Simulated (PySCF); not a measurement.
An unknown shows these calculated signals:

¹H NMR (300 MHz, computed): δ 8.73 (d, 1H), 7.36 (m, 1H), 6.92 (d, 1H), 6.75 (m, 1H), 3.50 (br, 2H), 2.43 (s, 3H).

¹³C{¹H} NMR (computed): δ 180.2 (C), 155.3 (CH), 138.0 (CH), 124.9 (CH), 122.3 (CH), 117.8 (C), 2.1 (CH3).

No solvent model, single conformer, one averaged value for each set of equivalent atoms, non-relativistic. PBE0/pcSseg-1 with gauge-including orbitals; structure optimised with PBE0-D3(BJ)/def2-SVP; PySCF 2.14.0 with density-fitted response routines.

References, each an isolated molecule treated in the same way: ¹H and ¹³C against TMS.

Question: Which of these does the molecule contain: a heteroaromatic ring, a Si–H bond, an N-methyl group, an S-methyl group?

Answer: 
- A heteroaromatic ring: yes.
- A Si–H bond: no.
- An N-methyl group: no.
- An S-methyl group: no.

The data belong to `InChI=1S/C7H9BN2/c1-2-10-8-7-5-3-4-6-9-7/h3-6H,8H2,1H3`; they needn't prove each group on their own.

Carbon signals by region: 1 in the far downfield region (above 160 ppm), 5 in the sp2 and nitrile region (100–160 ppm), 1 below 50 ppm. Above 160 ppm: 180.2, substituted aromatic carbon next to a ring nitrogen.

Hydrogens on boron are broadened and split by ¹¹B (spin 3/2, 80 %) and 10B (spin 3). A carbon bonded to boron is broadened by the quadrupolar boron nucleus and is often missing from a measured spectrum. Shifts are as computed. Against solution values, carbons near 30 ppm lie about +2 ppm off and those near 130 ppm about +5 ppm. Of 1211 compounds with measured shifts, 218 miss one by over three times the rms of a fit or turn the order of signals round; such compounds aren't used in these exercises. Multiplicities follow the n + 1 count of equivalent neighbours, as no J values were calculated; m marks all less simple cases, F and P coupling included.
